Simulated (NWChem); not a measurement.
All runs are NWChem calculations. System: H$_{6}$AlP, charge 1, spin multiplicity 2, at the geometry of a parent with another charge or spin, in a state set for the comparison that need not be this species' ground state. Its SCF solution wasn't tested for a lower state. Level: UMP2/def2-TZVPP, 10 core orbitals frozen.

Part of the output:

```
             Northwest Computational Chemistry Package (NWChem) 7.3.0
             --------------------------------------------------------

                                NWChem Input Module
                                -------------------

 Scaling coordinates for geometry "geometry" by  1.889725989
 (inverse scale =  0.529177249)

 Turning off AUTOSYM since
 SYMMETRY directive was detected!

                             Geometry "geometry" -> ""
                             -------------------------

 Output coordinates in angstroms (scale by  1.889725989 to convert to a.u.)

  No.       Tag          Charge          X              Y              Z
 ---- ---------------- ---------- -------------- -------------- --------------
    1 Al                  13.0000     1.28643500    -0.52323400     0.00000000
    2 H                    1.0000     1.15786900    -1.33462600     1.38654800
    3 H                    1.0000     1.15786900    -1.33462600    -1.38654800
    4 H                    1.0000     2.06044700     0.89037100     0.00000000
    5 P                   15.0000    -1.06412600     0.43265800     0.00000000
    6 H                    1.0000    -2.18339000    -0.45737900     0.00000000
    7 H                    1.0000    -1.47728400     1.27421600    -1.07975200
    8 H                    1.0000    -1.47728400     1.27421600     1.07975200

 Effective nuclear repulsion energy (a.u.)      86.1280757037

            Nuclear Dipole moment (a.u.)
            ----------------------------
        X                 Y               Z
 ---------------- ---------------- ----------------
    -0.0000151178     0.0000000000     0.0000000000

      Symmetry information
      --------------------

 Group name             Cs
 Group number              2
 Group order               2
 No. of unique centers     6

      Symmetry unique atoms

     1    2    4    5    6    7


 Summary of "ao basis" -> "" (spherical)
 ------------------------------------------------------------------------------
       Tag                 Description            Shells   Functions and Types
 ---------------- ------------------------------  ------  ---------------------
 *                         def2-tzvpp                 on all atoms

 Summary of "ao basis" -> "ao basis" (spherical)
 ------------------------------------------------------------------------------
       Tag                 Description            Shells   Functions and Types
 ---------------- ------------------------------  ------  ---------------------
 Al                        def2-tzvpp               14       42   5s5p3d1f
 H                         def2-tzvpp                6       14   3s2p1d
 P                         def2-tzvpp               14       42   5s5p3d1f

                                 NWChem SCF Module
                                 -----------------

  ao basis        = "ao basis"
  functions       =   168
  atoms           =     8
  alpha electrons =    17
  beta  electrons =    16
  charge          =   1.00
  wavefunction    = UHF
  use symmetry    = T
  symmetry adapt  = T

 Summary of "ao basis" -> "ao basis" (spherical)
 ------------------------------------------------------------------------------
       Tag                 Description            Shells   Functions and Types
 ---------------- ------------------------------  ------  ---------------------
 Al                        def2-tzvpp               14       42   5s5p3d1f
 H                         def2-tzvpp                6       14   3s2p1d
 P                         def2-tzvpp               14       42   5s5p3d1f

      Symmetry analysis of basis
      --------------------------

        a'        104
        a"         64

 Forming initial guess at       0.1s

   Symmetry analysis of molecular orbitals - initial alpha
   -------------------------------------------------------

  Numbering of irreducible representations:

     1 a'          2 a"

  Orbital symmetries:

     1 a'          2 a'          3 a'          4 a'          5 a"
     6 a'          7 a'          8 a'          9 a'         10 a"
    11 a'         12 a'         13 a'         14 a"         15 a'
    16 a"         17 a'         18 a'         19 a'         20 a"
[...]
    6 H    1     0.90   0.22  0.52  0.12  0.01  0.03  0.00
    7 H    1     0.92   0.23  0.52  0.13  0.00  0.03  0.00
    8 H    1     0.92   0.23  0.52  0.13  0.00  0.03  0.00

  Mulliken analysis of the alpha density
  --------------------------------------

    Atom       Charge   Shell Charges
 -----------   ------   -------------------------------------------------------
    1 Al  13     6.18   1.00  0.32  0.67  0.36  0.06  1.46  1.14  0.41  0.52  0.10  0.00  0.07  0.05  0.01
    2 H    1     0.60   0.12  0.31  0.16  0.00  0.01  0.00
    3 H    1     0.60   0.12  0.31  0.16  0.00  0.01  0.00
    4 H    1     0.79   0.18  0.49  0.11  0.00  0.01  0.00
    5 P   15     7.45   1.00  0.27  0.72  0.47  0.29  2.09  0.85  0.35  0.98  0.33  0.00  0.04  0.07  0.01
    6 H    1     0.46   0.11  0.27  0.06  0.00  0.01  0.00
    7 H    1     0.46   0.11  0.26  0.07  0.00  0.01  0.00
    8 H    1     0.46   0.11  0.26  0.07  0.00  0.01  0.00

   Mulliken analysis of the beta density
   -------------------------------------

    Atom       Charge   Shell Charges
 -----------   ------   -------------------------------------------------------
    1 Al  13     6.15   1.00  0.33  0.66  0.43  0.11  1.46  1.14  0.41  0.43  0.10  0.00  0.04  0.03  0.01
    2 H    1     0.50   0.09  0.25  0.15  0.00  0.01  0.00
    3 H    1     0.50   0.09  0.25  0.15  0.00  0.01  0.00
    4 H    1     0.04   0.01  0.02  0.01  0.00  0.00  0.00
    5 P   15     7.44   1.00  0.27  0.72  0.47  0.29  2.09  0.85  0.35  0.98  0.33  0.00  0.04  0.07  0.01
    6 H    1     0.45   0.11  0.26  0.06  0.00  0.01  0.00
    7 H    1     0.46   0.11  0.26  0.07  0.00  0.01  0.00
    8 H    1     0.46   0.11  0.26  0.07  0.00  0.01  0.00

   Mulliken analysis of the spin density
   -------------------------------------

    Atom       Charge   Shell Charges
 -----------   ------   -------------------------------------------------------
    1 Al  13     0.03  -0.00 -0.00  0.00 -0.07 -0.04  0.01  0.00  0.00  0.09 -0.01  0.00  0.03  0.02  0.01
    2 H    1     0.10   0.02  0.06  0.02  0.00  0.00  0.00
    3 H    1     0.10   0.02  0.06  0.02  0.00  0.00  0.00
    4 H    1     0.76   0.18  0.48  0.09  0.00  0.01  0.00
    5 P   15     0.01   0.00  0.00 -0.00  0.00  0.00  0.00 -0.00  0.00  0.01 -0.00  0.00  0.00  0.00  0.00
    6 H    1     0.01   0.00  0.01  0.00  0.00  0.00  0.00
    7 H    1    -0.00  -0.00 -0.00 -0.00 -0.00  0.00 -0.00
    8 H    1    -0.00  -0.00 -0.00 -0.00 -0.00  0.00 -0.00

       Multipole analysis of the density wrt the origin
       ------------------------------------------------

     L   x y z        total         alpha         beta         nuclear
     -   - - -        -----         -----         ----         -------
     0   0 0 0      1.000000    -17.000000    -16.000000     34.000000

     1   1 0 0      0.727546     -1.303007      2.030567     -0.000015
     1   0 1 0      0.939209      0.095331      0.843878      0.000000
     1   0 0 1     -0.000000     -0.000000     -0.000000      0.000000

     2   2 0 0     -7.826525   -107.783513    -94.873311    194.830299
     2   1 1 0      1.007655     33.526153     37.755145    -70.273644
     2   1 0 1     -0.000000      0.000000     -0.000000      0.000000
     2   0 2 0    -18.005922    -36.412724    -32.225947     50.632749
     2   0 1 1      0.000000      0.000000      0.000000      0.000000
     2   0 0 2    -21.088108    -22.267675    -20.878038     22.057605

                   NWChem MP2 Semi-direct Energy/Gradient Module
                   ---------------------------------------------

  Basis functions       =    168
  Molecular orbitals    =    168
  Frozen core           =     10
  Frozen virtuals       =      0
  Active alpha occupied =      7
  Active beta occupied  =      6
  Active alpha virtual  =    151
  Active beta virtual   =    152
  Use MO symmetry       = T
  Use skeleton AO sym   = T

  AO/Fock/Back tols     =   1.0D-09  1.0D-09  1.0D-09

 GA uses MA = F    GA memory limited = T

 Available:
  local mem=  1.26D+08
 global mem=  1.44D+08
 local disk=  0.00D+00
  mp2_memr nvloc                   151
  nvloc new                   151
   1 passes of   7:        5242880                     110405                  46670641.
   1 passes of   7: M    126151063           G      144122752           F     120908183.

 Semi-direct pass number   1 of   1  for UHF alpha       at       14.1s
  vrange nnbf                 12973
  mp2_eaftype                   178  avail_ma_in_mb                  1099
 EAF : mp2_eaftype filesize         178   23335320.
  mp2_eaf for mointskh                    178
Node 0 wrote    109.7 Mb in      0.1 s     Agg I/O rate:  1380.1 Mb/s
 Done moints_semi at       20.3s
  mp2_eaftype                   178  avail_ma_in_mb                   921
 EAF : mp2_eaftype filesize         178   23335320.
  mp2_eaf for kh                   178
 Done maket at       20.5s
 Done multipass loop at       20.5s

 GA uses MA = F    GA memory limited = T

 Available:
  local mem=  1.26D+08
 global mem=  1.44D+08
 local disk=  0.00D+00
  mp2_memr nvloc                   152
  nvloc new                   152
   1 passes of   6:        5242880                     103158                  40274952.
   1 passes of   6: M    126151063           G      144122752           F     120908183.

 Semi-direct pass number   1 of   1  for UHF beta        at       20.6s
  vrange nnbf                 12973
  mp2_eaftype                   153  avail_ma_in_mb                  1099
 EAF : mp2_eaftype filesize         153   20137476.
  mp2_eaf for mointskh                    153
Node 0 wrote     94.7 Mb in      0.1 s     Agg I/O rate:   706.5 Mb/s
 Done moints_semi at       26.6s
  mp2_eaftype                   153  avail_ma_in_mb                   946
 EAF : mp2_eaftype filesize         153   20137476.
  mp2_eaf for kh                   153
 Done maket at       26.8s
 Done multipass loop at       26.8s

          -------------------------------------------
          SCF energy                -585.790687448040
          Correlation energy          -0.242245118985
          Singlet pairs                0.000000000000
          Triplet pairs                0.000000000000
          Total MP2 energy          -586.032932567025
          -------------------------------------------

          ---------------------------------------------------
                    Spin Component Scaled (SCS) MP2
          Same spin pairs                     -0.033674751269
          Same spin scaling factor             0.333333333333
          Opposite spin pairs                 -0.208570367716
          Opposite spin scaling fact.          1.200000000000
          SCS-MP2 correlation energy          -0.261509358349
          Total SCS-MP2 energy              -586.052196806389
          ---------------------------------------------------

 -----------------------
 Performance information
 -----------------------

 Timer overhead =  9.65D-08 seconds/call

               Nr. of calls         CPU time (s)                 Wall time (s)                GFlops
             ---------------    -------------------     ------------------------------   -------------------
Name         Min   Avg   Max    Min     Avg     Max     Min     Avg     Max   Mx/calls   Min     Max     Sum
mp2: moin     2     2     2    12.     12.     12.      12.     12.     12.     6.1      0.0     0.0     0.0
mp2: make     2     2     2   0.48    0.48    0.48     0.48    0.48    0.48    0.24      0.0     0.0     0.0
mp2: tota     1     1     1    13.     13.     13.      13.     13.     13.     13.      0.0     0.0     0.0

 The average no. of pstat calls per process was 5.00D+00
 with a timing overhead of 4.82D-07s

 Task  times  cpu:       26.8s     wall:       26.8s

 Total times  cpu:       26.8s     wall:       26.8s
```

Write an NWChem input that would produce this output.

Several could match; the one computed here: 
```
start mol
memory heap 200 mb stack 900 mb global 1100 mb
charge 1
geometry units angstroms nocenter noautoz
  Al     1.286435    -0.523234     0.000000
  H      1.157869    -1.334626     1.386548
  H      1.157869    -1.334626    -1.386548
  H      2.060447     0.890371     0.000000
  P     -1.064126     0.432658     0.000000
  H     -2.183390    -0.457379     0.000000
  H     -1.477284     1.274216    -1.079752
  H     -1.477284     1.274216     1.079752
  symmetry group Cs
end
basis spherical
  * library def2-tzvpp
end
scf
  uhf
  nopen 1
  maxiter 100
  thresh 1e-7
  semidirect memsize 60000000 filesize 0
  # guess.movecs holds the orbitals of an unrestricted PBE0 run
  vectors input guess.movecs output mol.movecs
end
mp2
  freeze core 10
end
task mp2 energy
```
